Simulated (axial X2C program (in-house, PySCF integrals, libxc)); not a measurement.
**Outer orbitals of GeAs at 2.245 Å, HF**

Calculated with an axial X2C code built on PySCF integrals. Spin-free means the one-electron spin-free X2C Hamiltonian; two-component (2c) means X2C with spin–orbit coupling and atomic mean-field two-electron Coulomb and Gaunt terms, so the difference of the two also holds small scalar two-electron terms. Basis: As dyall-cv3z [9s9p6d4f1g], Ge dyall-cv3z [9s9p7d4f1g] (cores contracted in-house); Gaussian nuclei, density fitting, unrestricted open shells. Masses: As 74.922 u, Ge 73.921 u.

The distance is close to the 2c PBE0 minimum; the highest filled and lowest empty levels are listed.

Spin-free orbitals, state M_S = 1/2, Λ = 1 (beyond evenly filled blocks: π+α, π+β, π-α) (Löwdin shares):

```tsv
symmetry	occupied	ε (eV)	atomic character
σα	yes	-22.77	66% As s, 16% Ge s, 11% Ge p
σβ	yes	-20.38	45% As s, 36% Ge s, 8% Ge p
σα	yes	-15.01	53% Ge s, 26% As p, 12% As s
σβ	yes	-14.78	38% Ge s, 30% As s, 17% As p
π-α	yes	-9.68	81% As p, 12% Ge p, 5% Ge d
π+α	yes	-9.68	81% As p, 12% Ge p, 5% Ge d
σα	yes	-8.95	41% Ge p, 41% As p, 13% Ge s
σβ	yes	-8.74	44% As p, 41% Ge p, 9% Ge s
π+β	yes	-7.94	71% Ge p, 24% As p, 4% As d
π-β	no	-1.01	64% Ge p, 34% As p
π+α	no	0.73	80% Ge p, 10% As p, 6% As d
π-α	no	0.73	80% Ge p, 10% As p, 6% As d
π+β	no	0.97	64% As p, 22% Ge p, 10% Ge d
```

Spinors with spin–orbit coupling (state Ω = 3/2):

| ω | occupied | ε (eV) | atomic character | λ mixture |
| --- | --- | --- | --- | --- |
| 1/2 | yes | -22.75 | 66% As s, 16% Ge s, 11% Ge p | 100% σ |
| -1/2 | yes | -20.37 | 45% As s, 36% Ge s, 8% Ge p | 100% σ |
| 1/2 | yes | -14.99 | 53% Ge s, 26% As p, 12% As s | 100% σ |
| -1/2 | yes | -14.77 | 38% Ge s, 30% As s, 17% As p | 100% σ |
| -1/2 | yes | -9.77 | 81% As p, 12% Ge p, 5% Ge d | 100% π |
| 3/2 | yes | -9.56 | 81% As p, 13% Ge p, 5% Ge d | 100% π |
| 1/2 | yes | -8.94 | 41% Ge p, 41% As p, 13% Ge s | 100% σ |
| -1/2 | yes | -8.73 | 44% As p, 41% Ge p, 9% Ge s | 100% σ, 0% π |
| 1/2 | yes | -8.00 | 71% Ge p, 24% As p, 4% As d | 100% π |
| -3/2 | no | -0.95 | 64% Ge p, 33% As p | 100% π |
| -1/2 | no | 0.70 | 80% Ge p, 10% As p, 6% As d | 100% π |
| 3/2 | no | 0.78 | 80% Ge p, 10% As p, 6% As d | 100% π |
| 1/2 | no | 0.93 | 64% As p, 22% Ge p, 10% Ge d | 100% π |

Task: How does the gap between the highest filled and lowest empty level change from the spin-free to the 2c table?

Result: From 6.93 to 7.05 eV at HF, a change of 0.12 eV.

Mulliken charges and populations of the two-component result (they depend on the basis, above all on diffuse functions):

As -0.16 e (s 7.90 p 15.19 d 10.06), Ge 0.16 e (s 7.89 p 13.87 d 10.08 f 0.01). ⟨Lz⟩ = 1.00 ħ and ⟨Sz⟩ = 0.50 ħ (0.82 and -0.32 on the two atoms), which add up to Ω.

Occupations by symmetry block were frozen at the best pattern of an incomplete PBE0 search. Other states lie close and PBE0, whose exact exchange favours high spin, may order them wrongly; the determinant shown need not be the ground state. The nearest other spin-free determinant of the search, M_S = 1/2, Λ = 0, lies 0.34 eV up at the distance of the search. The determinant is spin-polarised beyond a pure state at some levels (its spin-free form has ⟨S²⟩ too high), which makes Re and μ there less reliable.
